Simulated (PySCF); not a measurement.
## Calculated data, B2FHO

Calculation on a computer-drawn molecule: optimised geometry and harmonic frequencies of an isolated molecule of the commonest isotopes, restricted reference for singlets and unrestricted otherwise, frozen core in MP2. Program: PySCF 2.14.0.

```json
{"formula": "B2FHO", "start_structure": {"atoms_angstrom": [["O", -3.5943, -0.7563, 1.5147], ["B", -2.8982, -0.5505, 0.5775], ["B", -1.8681, -0.3096, -0.7714], ["F", -1.916, 0.8465, -1.4047], ["H", -1.1093, -1.1437, -1.1619]]}, "given": {"charge": 0, "multiplicity": 1, "method": "MP2", "basis": "cc-pVDZ", "drawn_bonds_atom": [1, 2, 3, 3], "drawn_bonds_other_atom": [2, 3, 4, 5], "drawn_bonds_order": [2, 1, 1, 1]}, "results": {}}
```

To be estimated
1. What rotational constants does the calculation give for B2FHO?
2. B2FHO: total energy?

Calculated values
1. 50.95, 3.619, 3.379 GHz
2. -224.8777 hartree

Further results for B2FHO:

- convergence status largest gradient component: 2.093e-05 hartree/bohr

Optimised structure:
```xyz
5
B2FHO
O     -3.6112    -0.7618     1.5378
B     -2.8935    -0.5518     0.5728
B     -1.8683    -0.3099    -0.7710
F     -1.9105     0.8579    -1.4180
H     -1.1024    -1.1480    -1.1674
```

Modes:
| frequency (cm⁻¹) | reduced mass (dalton) |
| --- | --- |
| 193.3 | 9.55 |
| 305.2 | 4.79 |
| 489.2 | 11.4 |
| 744.2 | 4.825 |
| 885.4 | 1.764 |
| 1124 | 1.348 |
| 1326 | 5.59 |
| 1949 | 12.16 |
| 2708 | 1.094 |
